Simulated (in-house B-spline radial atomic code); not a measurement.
Radial electron density of Sm2+, [Xe] 4f6. Level of theory: scalar-relativistic (X2C) PBEsol, spin-polarised, spherical fractional occupations, Fermi nucleus of rms radius 5.0819 fm; calculated with a radial B-spline atomic code at the basis-set limit.

One-electron X2C: radii and densities carry no picture-change correction, so inner-shell <1/r> comes out high (for 1s by about 2 % at Z = 33, 5 % at 54, 10 % at 75, 30 % at 118) and <r> low.

Columns: r (bohr), 4πr²n(r) (electrons per bohr), bar.

```
0.000603     2.62 #
0.000743    3.586 #
0.000915    4.887 ##
 0.00113    6.659 ###
 0.00139    8.971 ####
 0.00171    12.01 #####
 0.00211    16.01 ######
  0.0026    21.08 #########
  0.0032    27.36 ###########
 0.00394    34.97 ##############
 0.00486    43.91 ##################
 0.00598    53.66 ######################
 0.00737    63.75 ##########################
 0.00908    73.01 ##############################
  0.0112    80.11 ################################
  0.0138    83.58 ##################################
   0.017    82.77 ##################################
  0.0209    78.51 ################################
  0.0258    73.47 ##############################
  0.0317    72.19 #############################
  0.0391    78.32 ################################
  0.0482    91.45 #####################################
  0.0594    104.8 ##########################################
  0.0731    108.6 ############################################
  0.0901    98.96 ########################################
   0.111    84.84 ##################################
   0.137    81.41 #################################
   0.168    90.58 #####################################
   0.208    94.49 ######################################
   0.256    76.66 ###############################
   0.315    49.56 ####################
   0.388    37.94 ###############
   0.478    43.08 #################
   0.589    44.18 ##################
   0.725    32.98 #############
   0.894    19.82 ########
     1.1    12.93 #####
    1.36    9.884 ####
    1.67    6.974 ###
    2.06    3.724 ##
    2.54    1.418 #
    3.12   0.3841 
    3.85  0.06905 
    4.74 0.008551 
    5.84 0.0007366
```

On this grid the curve has 4 maxima, near 0.0138, 0.0731, 0.208, 0.589 bohr.

The 4f up radial function P(r) = rR(r), positive near the nucleus:

```json
{"r (bohr)": "0.0317", "P": "0.001591"}
{"r (bohr)": "0.0482", "P": "0.006613"}
{"r (bohr)": "0.0731", "P": "0.02478"}
{"r (bohr)": "0.111", "P": "0.08167"}
{"r (bohr)": "0.168", "P": "0.2241"}
{"r (bohr)": "0.256", "P": "0.4981"}
{"r (bohr)": "0.388", "P": "0.8324"}
{"r (bohr)": "0.589", "P": "1.015"}
{"r (bohr)": "0.894", "P": "0.8974"}
{"r (bohr)": "1.36", "P": "0.5984"}
{"r (bohr)": "2.06", "P": "0.3081"}
{"r (bohr)": "3.12", "P": "0.1151"}
{"r (bohr)": "4.74", "P": "0.02633"}
```
